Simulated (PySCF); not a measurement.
Gas-phase reaction: 2 CuBr + 2 F → 2 CuF + Br2

Method: PySCF energies plus ideal-gas RRHO corrections (1 bar). † marks an energy on the PBE0/def2-TZVP geometry and frequencies; other levels use their own. CCSD(T) freezes the core. 6-31G* has spherical d functions here. Open shells (unrestricted): F (multiplicity 2); the rest are closed-shell singlets. Spin-orbit splitting is ignored; it lowers the true energy and changes the entropy of F. Br, Cu: all electrons, no relativistic terms. CCSD(T) isn't extrapolated to the basis-set limit. Warning, large T1 diagnostic: CuBr, CuF (CCSD(T)/def2-TZVPP†).

HF/6-31G* gives ΔH°(298 K) = -14 kJ.

Task: What do PBE0/def2-SVP†, CCSD(T)/def2-TZVPP†, PBE/def2-SVP give?

Result: PBE0/def2-SVP†: -291 kJ; CCSD(T)/def2-TZVPP†: -323 kJ; PBE/def2-SVP: -390 kJ. For scale, ΔH°(298 K) is -14 kJ at this level, -341 kJ at ωB97M-V/def2-TZVP†, and runs from -512 to -14 kJ over the 20 levels computed († marks an energy on the PBE0/def2-TZVP geometry).
